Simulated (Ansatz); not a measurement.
Reactions of `C[CH2][AlH][O][SiH3]`.

Computed with Ansatz on PBE0-D4/def2-TZVP structures; ΔE is electronic, products minus reactants. CBS: MP2 limit from def2 TZ/QZ plus the TZ coupled-cluster correction, frozen cores. This one scheme is used for every species. One conformer a species, not always the lowest.

**Question.** Order these by ΔE at CCSD(T)/CBS, lowest first. (Estimate.)
A. `C[CH2][AlH][O][SiH3]` → `[CH3][Al]([SiH3])[CH2]O`
B. `C[CH2][AlH][O][SiH3]` + `O[SiH3]` → `[SiH3][O][AlH][O][SiH3]` + `CC`
C. `C[CH2][AlH][O][SiH3]` → `CO[SiH2][AlH][CH3]`
D. `C[CH2][AlH][O][SiH3]` → `[CH3][AlH][O]C[SiH3]`
E. `C[CH2][AlH][O][SiH3]` + CH₃NH₂ → `C[NH][AlH][O][SiH3]` + `CC`
F. `C[CH2][AlH][O][SiH3]` + H₂ → `C[CH2][AlH2]` + `O[SiH3]`
G. `C[CH2][AlH][O][SiH3]` + `C=N` → `C=[N][AlH][CH2]C` + `O[SiH3]`
H. `C[CH2][AlH][O][SiH3]` + `OC1=CS1` → `[SiH3]OC1=CS1` + `C[CH2][AlH][OH]`

**Answer.** B (-42.9 kcal/mol), E (-26.1 kcal/mol), H (+4.0 kcal/mol), G (+21.6 kcal/mol), F (+36.7 kcal/mol), D (+40.4 kcal/mol), C (+51.7 kcal/mol), A (+72.9 kcal/mol).

Largest T1 diagnostic: 0.013, for `OC1=CS1`.
